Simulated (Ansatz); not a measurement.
`CC(C)[O][Sn][Cl]`, charge 0, multiplicity 1.

**Question.** Give a relaxed structure at PBE0-D4/def2-TZVP (the Gaussian-basis code of Ansatz). (Best estimate.)

**Answer.** Ansatz gave: 
Z-matrix (Å, degrees):
```
C
C 1 1.516
H 1 1.093 2 110.2
H 1 1.093 2 110.6 3 -120.1
H 1 1.093 2 110.8 3 120.2
C 2 1.515 1 112.3 3 -61.8
O 2 1.418 1 109.4 3 58.3
H 2 1.098 1 108.4 3 177.7
H 6 1.093 2 110.3 1 59.8
H 6 1.092 2 110.6 1 179.6
H 6 1.093 2 110.7 1 -60.3
Sn 7 1.957 2 131.2 1 93.7
Cl 12 2.390 7 98.5 2 0.6
```
This is one stationary point; other conformers may exist.
